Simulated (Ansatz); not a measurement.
FOS (SMILES O=[S]F) moved off its minimum; all values from Ansatz (a quantum-chemistry and plane-wave program), cores frozen in correlated methods. Open shells are unrestricted.
(charge 0, multiplicity 2)
```xyz
3

O     -0.9414    -0.2782     0.0087
S     -0.0623     0.5968    -0.1483
F      1.3035    -0.3172    -0.0607
```

Forces at B3LYP/def2-TZVPP (eV/Å):

```tsv
atom	Fx	Fy	Fz
O1	-18.239	-16.402	3.002
S2	17.572	15.722	-2.881
F3	0.667	0.681	-0.122
```

Give the forces (eV/Å), the total energy and the dipole at CCSD(T)/cc-pV(T+d)Z.


```tsv
atom	Fx	Fy	Fz
O1	-18.630	-16.771	3.069
S2	18.330	15.830	-2.922
F3	0.300	0.940	-0.147
```
Energy -572.4821 hartree, dipole 1.73 D.
